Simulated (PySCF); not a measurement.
**Relaxation of triplet WSF₂**

These are results of UB3LYP/[W def2-SVP with ECP60, S def2-SVP, F def2-SVP], scalar-relativistic core potentials, density fitting, no spin–orbit coupling, PySCF, not measurements. A (50,194) grid was used.

A hand-made T-shaped (ligand arrangement 2) start, of C2v symmetry, held to at least that symmetry:

```xyz
4
charge 0 multiplicity 3, angstrom
W     0.0000    0.0000   -0.2799
S     0.0000    0.0000    1.8601
F     2.0088    0.0000   -0.2098
F    -2.0088    0.0000   -0.2098
```

Q: What does it relax to?

A: It ends at C2v with W–F 1.889 Å (×2), W–S 2.128 Å; F–W–F 119.8°, F–W–S 120.1° (×2) (after a last refinement on a finer grid). A frequency run shows a minimum. Other isomers or separated fragments may lie lower.

Q: How much energy is released, and in how many steps?

A: 182.6 kJ/mol in 7 steps.

Other spin states or occupations of the open shell can lie lower. At this level a broken-symmetry Ms = 0 minimum of C2v symmetry lies 23 kJ/mol below this structure. Spin–orbit coupling, left out here, can matter for elements this heavy.

The relaxation took roughly 110 core-seconds on a shared host.
